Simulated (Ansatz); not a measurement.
Start from `[F][Ge]([F])([F])[SH]` and change one element to get `[OH][Ge]([F])([F])[F]`.

Ansatz, PBE0-D4/def2-TZVP geometries, multiplicity 1. Each molecule was computed in one conformer, which needn't be the lowest.

Scalar relativity is left out up to krypton.

```json
{"property": "HOMO energy (PBE0/def2-TZVPP) / eV", "`[F][Ge]([F])([F])[SH]`": "-8.90"}
{"property": "size of the dipole moment (PBE/def2-TZVPP) / D", "`[F][Ge]([F])([F])[SH]`": "2.42"}
{"property": "LUMO energy (PBE0/def2-TZVPP) / eV", "`[F][Ge]([F])([F])[SH]`": "-1.42"}
{"property": "size of the dipole moment (ωB97M-V/def2-TZVPP) / D", "`[F][Ge]([F])([F])[SH]`": "2.56"}
{"property": "zero-point energy (PBE0-D4/def2-TZVP) / kJ/mol", "`[F][Ge]([F])([F])[SH]`": "43.9"}
{"property": "HOMO–LUMO gap (PBE0/def2-TZVPP) / eV", "`[F][Ge]([F])([F])[SH]`": "7.48"}
```

(1) What does the change do to each property? (An estimate is asked.)

Results:

(1) Computed: 
| property | `[OH][Ge]([F])([F])[F]` | shift |
| --- | --- | --- |
| HOMO energy (PBE0/def2-TZVPP) / eV | -10.70 | -1.80 |
| size of the dipole moment (PBE/def2-TZVPP) / D | 2.16 | -0.26 |
| LUMO energy (PBE0/def2-TZVPP) / eV | -1.25 | 0.17 |
| size of the dipole moment (ωB97M-V/def2-TZVPP) / D | 2.22 | -0.34 |
| zero-point energy (PBE0-D4/def2-TZVP) / kJ/mol | 55.0 | 11.1 |
| HOMO–LUMO gap (PBE0/def2-TZVPP) / eV | 9.45 | 1.97 |

With PBE0 the HOMO falls by 1.80 eV and the LUMO rises by 0.17 eV, so the gap widens by about 1.97 eV. PBE moves the HOMO by -1.26 eV and ωB97M-V by -2.08 eV. Dipoles are sizes alone; their direction can turn.
